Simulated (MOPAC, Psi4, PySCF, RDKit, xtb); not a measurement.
Two geometries of SMILES N[SiH2][SiH2]Cl (H₆ClNSi₂), singlet, relaxed at B3LYP-D3(BJ)/def2-SVP with one dihedral held; other torsions can differ between them too.

Structure A

```
10

N     -1.6365    -0.4642     0.3784
Si    -0.5900     0.7957    -0.1844
Si     1.5701    -0.0890     0.1239
Cl     1.3567    -2.1720    -0.0930
H     -2.6464    -0.3603     0.3795
H     -1.3595    -1.4271     0.2068
H     -0.7309     1.2012    -1.6235
H     -0.7844     2.0353     0.6254
H      2.5646     0.3759    -0.8841
H      2.1239     0.1613     1.4846
```

Structure B

```
10

N     -1.6782    -0.4777     0.3712
Si    -0.5689     0.7416    -0.1852
Si     1.6034    -0.1186     0.1468
Cl     2.6058    -0.2317    -1.6890
H     -2.6648    -0.2501     0.4644
H     -1.5696    -1.4321     0.0393
H     -0.6768     1.1645    -1.6204
H     -0.7835     1.9605     0.6500
H      2.4224     0.7298     1.0592
H      1.5415    -1.4969     0.7158
```

Question: Which is lower in energy at the level DF-MP2 (frozen core)/cc-pVTZ // B3LYP-D3(BJ)/def2-SVP in Psi4 1.11, and by how much?

Answer: A is lower, by 1.19 kcal/mol (dihedral N1–Si2–Si3–Cl4: 30° in A, 120° in B).

E(B) − E(A) in kcal/mol at the other levels, on the same two geometries: MMFF94 // B3LYP-D3(BJ)/def2-SVP (RDKit) -0.50; PBE0/def2-TZVP // B3LYP-D3(BJ)/def2-SVP (Psi4) 0.88; PBE0-D3(BJ)/def2-TZVP // B3LYP-D3(BJ)/def2-SVP (Psi4) 1.11; PBE/def2-TZVP // B3LYP-D3(BJ)/def2-SVP (Psi4) 0.80; PBE-D3(BJ)/def2-TZVP // B3LYP-D3(BJ)/def2-SVP (Psi4) 1.06; wB97M-V/def2-TZVP // B3LYP-D3(BJ)/def2-SVP (Psi4) 1.24; HF/cc-pVTZ // B3LYP-D3(BJ)/def2-SVP (Psi4) 0.48; UFF // B3LYP-D3(BJ)/def2-SVP (RDKit) -1.77; PM7, restricted, heats of formation // B3LYP-D3(BJ)/def2-SVP (MOPAC) 0.23; PM6, restricted, heats of formation // B3LYP-D3(BJ)/def2-SVP (MOPAC) 0.52; GFN1-xTB // B3LYP-D3(BJ)/def2-SVP (xtb) -0.08; restricted B3LYP/6-31G*, spherical d // B3LYP-D3(BJ)/def2-SVP (PySCF) 0.67; restricted Hartree-Fock/3-21G // B3LYP-D3(BJ)/def2-SVP (PySCF) 1.86; restricted Hartree-Fock/6-31G*, spherical d // B3LYP-D3(BJ)/def2-SVP (PySCF) 0.46; restricted BP86/6-31G*, spherical d // B3LYP-D3(BJ)/def2-SVP (PySCF) 0.61.

MMFF94 has few fitted parameters for silicon.
